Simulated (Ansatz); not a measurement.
C$_{3}$H$_{8}$BN (`C/C=C\BN`) from Hartree–Fock to CCSD(T)

```csv
atom,x (Å),y (Å),z (Å)
C1,-1.272,-0.575,1.495
C2,0.191,-0.377,1.302
C3,0.811,0.020,0.184
B4,0.147,0.365,-1.171
N5,0.935,0.774,-2.247
H6,-1.842,-0.360,0.593
H7,-1.640,0.068,2.302
H8,-1.480,-1.604,1.804
H9,0.795,-0.585,2.185
H10,1.898,0.103,0.255
H11,-1.036,0.301,-1.359
H12,1.936,0.860,-2.195
H13,0.557,1.010,-3.148
```

Total charge 0; spin multiplicity 1. The geometry is a stationary point of PBE0-D4/def2-TZVP. It is one conformer, not always the lowest. Frozen core, restricted reference, the Gaussian-basis code of Ansatz. CBS rows extrapolate triple and quadruple zeta; past MP2 they add the triple-zeta difference.

| basis | HF (Eh) | MP2 corr. | CCSD corr. | (T) | CCSD(T) total |
| --- | --- | --- | --- | --- | --- |
| def2-SVP | -197.28376 | -0.66481 | ? | -0.02358 | ? |
| def2-TZVPP | -197.50497 | ? | -0.85921 | -0.03628 | ? |
| def2-QZVPP | ? | ? | – | – | – |
| CBS(def2) | -197.51567 | -0.90597 | -0.95154 | as TZ | -198.50349 |

(1) Fill in the withheld values. (Estimate.)

Results:

(1) Ansatz gave: def2-SVP CCSD corr.: -0.72184; def2-SVP CCSD(T) total: -198.02918; def2-TZVPP MP2 corr.: -0.81364; def2-TZVPP CCSD(T) total: -198.40046; def2-QZVPP HF (Eh): -197.51437; def2-QZVPP MP2 corr.: -0.86668.
